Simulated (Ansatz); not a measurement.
A geometry relaxed with B3LYP-D3(BJ)/def2-TZVP (Ansatz, an electronic-structure program), charge 0, multiplicity 1:

```xyz
10

H      1.6152    -0.9490    -0.4751
C      0.8741    -0.6037     0.2503
C     -0.5691    -0.4894    -0.2697
H     -0.4156     1.6529    -0.9112
H      1.0013    -1.1560     1.1849
H     -1.3240    -0.9756     0.3448
C     -0.3920     1.0184    -0.0216
H     -0.7130    -0.7759    -1.3094
H     -1.0353     1.4533     0.7475
O      0.9582     0.8249     0.4594
```

Task: Write the SMILES of this molecule.

Result: `C1COC1`
